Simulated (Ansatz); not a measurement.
Consider the ligand exchange at a Zr–Cl bond: `[F][Zr]([F])([Cl])[Cl]` + H₂Se → `[F][Zr]([F])([Cl])[SeH]` + HCl.

Computed with Ansatz on PBE0-D4/def2-TZVP structures; ΔE is electronic, products minus reactants. CCSD(T)/CBS is the MP2 limit (def2-TZVPP, def2-QZVPP) plus CCSD(T) − MP2 in def2-TZVPP, frozen cores. This one scheme is used for every species. Functionals use def2-TZVPP. Elements past krypton have def2 core potentials. For Se, Zr outer-core shells are correlated without core-valence functions, which leaves a few kJ/mol of doubt a bond. Scalar relativity is left out up to krypton. One conformer a species, not always the lowest.

**Question.** Is it downhill or uphill in electronic energy at CCSD(T)/CBS, and by how much? (Best estimate.)

**Answer.** Computed: Uphill: ΔE = +58.2 kJ/mol.

**Question.** What do these levels give: B97M-V, revPBE, HF/def2-SVP, CCSD/def2-SVP, HF/def2-QZVPP, MP2/CBS(def2)? (Estimate.)

**Answer.** Ansatz gave: B97M-V 70.6, revPBE 61.2, HF/def2-SVP 83.0, CCSD/def2-SVP 71.4, HF/def2-QZVPP 74.4, MP2/CBS(def2) 56.1 kJ/mol.

Largest T1 diagnostic among the species: 0.017.

In def2-TZVPP, CCSD(T) changes the Hartree–Fock value by −16.0 kJ/mol (the triples alone add −2.3 kJ/mol) and MP2 by −18.2 kJ/mol. Leaving LDA and LC-ωPBE aside and taking each functional with its dispersion term where it has one, the values, not all of them listed here, spread over 12.2 kJ/mol, from PBE-D4 to B97M-V. At CCSD(T), def2-SVP lies +11.3 kJ/mol from the extrapolated value and def2-TZVPP −0.5 kJ/mol.
